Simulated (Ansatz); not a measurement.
Mulliken charges of H$_{4}$INSSi (`N[SiH](S)I`) from B3LYP/def2-TZVPP in Ansatz (PBE0-D4/def2-TZVP geometry).

| atom | x (Å) | y (Å) | z (Å) | charge (e) |
| --- | --- | --- | --- | --- |
| N1 | -0.148 | 1.388 | 0.341 | -0.372 |
| Si2 | 0.352 | -0.138 | -0.210 | 0.470 |
| S3 | -0.010 | -1.468 | 1.406 | -0.249 |
| I4 | -0.800 | -1.013 | -2.211 | -0.210 |
| H5 | 0.188 | 2.223 | -0.112 | 0.144 |
| H6 | -1.071 | 1.514 | 0.727 | 0.150 |
| H7 | 1.768 | -0.021 | -0.618 | -0.055 |
| H8 | -0.187 | -2.542 | 0.620 | 0.122 |

**Question.** By hand: the dipole of these point charges (1 e Å = 4.8032 D).

**Answer.** Σ q r = (0.137, 0.235, 0.091) e Å, of length 0.287 e Å = 1.38 D.

**Question.** How does the dipole of the full density compare? (Estimate.)

**Answer.** The calculation gave: (-0.023, 0.313, 0.068) e Å, 1.54 D; the point charges give 0.90 times that, at 34° from its direction.

Point charges leave out the atoms' own dipoles, such as those of lone pairs, and Mulliken's split depends on the basis, so the two needn't agree.

B3LYP here is the variant with VWN-RPA as its local correlation; programs differ in this.
